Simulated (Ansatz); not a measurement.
Calculated with Ansatz (gas phase, PBE0-D4/def2-TZVP geometries, no zero-point term in ΔE). CBS: MP2 limit from def2 TZ/QZ plus the TZ coupled-cluster correction, frozen cores. This one scheme is used for every species. Functionals use def2-TZVPP. B3LYP here is the variant with VWN-RPA as its local correlation; programs differ in this. For Br outer-core shells are correlated without core-valence functions, which leaves a few kJ/mol of doubt a bond. Scalar relativity is left out up to krypton. Each species was taken in one conformer, which may not be the lowest.

Reaction (hydrogenolysis of a B–C bond): `OCB(F)Br` + H₂ → `FBBr` + CH₃OH

```
             level  ΔE (kJ/mol)  difference from CCSD(T)/CBS
            PBE-D4         -6.3                          8.8
         r2SCAN-D4         -7.6                          7.5
           PBE0-D4        -11.1                          4.0
          B3LYP-D4        -15.2                         -0.1
           ωB97X-V        -14.9                          0.2
           ωB97M-V        -11.9                          3.2
            B2PLYP        -21.7                         -6.6
               PBE        -12.6                          2.5
            r2SCAN         -9.2                          5.9
              PBE0        -16.5                         -1.4
             B3LYP        -25.3                        -10.2
     HF/def2-TZVPP        -44.1                        -29.0
    MP2/def2-TZVPP        -13.6                          1.5
SCS-MP2/def2-TZVPP        -21.7                         -6.6
   CCSD/def2-TZVPP        -22.3                         -7.2
CCSD(T)/def2-TZVPP        -17.2                         -2.1
     HF/def2-QZVPP        -44.7                        -29.6
    MP2/def2-QZVPP        -12.7                          2.4
SCS-MP2/def2-QZVPP        -20.7                         -5.6
      HF/CBS(def2)        -44.8                        -29.7
     MP2/CBS(def2)        -11.6                          3.5
    CCSD/CBS(def2)        -20.2                         -5.1
       CCSD(T)/CBS        -15.1                            0
```

Largest T1 diagnostic among the species: 0.011.

In def2-TZVPP, CCSD(T) changes the Hartree–Fock value by +26.8 kJ/mol (the triples alone add +5.1 kJ/mol) and MP2 by +30.4 kJ/mol. The D4 term adds +10.1 kJ/mol with B3LYP and +5.4 kJ/mol with PBE0; it sums over pairs of atoms, weighted by their polarisabilities, and B3LYP, whose exchange is more repulsive, gets the larger term. From PBE to PBE0 (25 % exact exchange), in def2-TZVPP and without D4, ΔE moves by −3.9 kJ/mol.
